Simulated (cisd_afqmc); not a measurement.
Input (AFQMC/CISD/cc-pVTZ; cisd_afqmc is a phaseless AFQMC code with CISD trial states that reads the integrals written by Ansatz):

Ansatz 0.2 input:
```python
import cisd_afqmc

open("ham.yaml", "w").write("""\
crystal:
  periodic: [false, false, false]
  atoms:
    - {symbol: Ge, position_ang: [-0.00000000, -0.00000000, -0.32649326]}
    - {symbol: O, position_ang: [0.00000000, 0.00000000, 1.30597304]}
basis:
  gaussian:
    orbitals: cc-pVTZ
magnetization: {spin_polarized: false}
correlation: {method: ccsd, electrons: outside_noble_gas, hamiltonian_folder: ham}
""")
rep = cisd_afqmc.ansatz("ham.yaml")
e_ccsd = rep["correlation"]["coupled_cluster"]["energy"]["hartree"]
out = cisd_afqmc.run("ham", e_ccsd, trial="CISD", walkers=100, populations=8, threads=8, dt=0.005, steps=40, early=24, settle=10, least=32,
    cut=5e-5, rank_cut=2e-4, target=0.0004, seconds=1500, seed=1, memory=17280, gpu=False)
```

Output:

```
orbitals 58, occupied [5], factors 312 of 466, rank of the doubles 152 of 265
E(HF) = -2150.286721
E(CCSD) on the cut factors = -2150.625272, shift to the whole factors -0.000013
Energy of the trial state on the determinant = -2150.625399
  tau behind 7.2 of longer steps, mean of the populations' last blocks
   2.0  -2150.64701
   4.0  -2150.64931
   6.0  -2150.64364
   8.0  -2150.64401
  10.0  -2150.64704
  12.0  -2150.64661
  14.0  -2150.64634
  16.0  -2150.64700
  18.0  -2150.64821
  20.0  -2150.64403
  22.0  -2150.64445
  24.0  -2150.64398
  26.0  -2150.64480
  28.0  -2150.64643
  30.0  -2150.64398
  32.0  -2150.64534
  34.0  -2150.64452
  36.0  -2150.64759
  38.0  -2150.65037
  40.0  -2150.64734
  42.0  -2150.64619
  44.0  -2150.64348
  46.0  -2150.64417
blocks 2097 (3 outliers left out), error by blocks joined: 1: 0.00021, 2: 0.00026, 4: 0.00031, 8: 0.00036, 16: 0.00040
E(AFQMC/CISD) = -2150.64603 +/- 0.00040
```
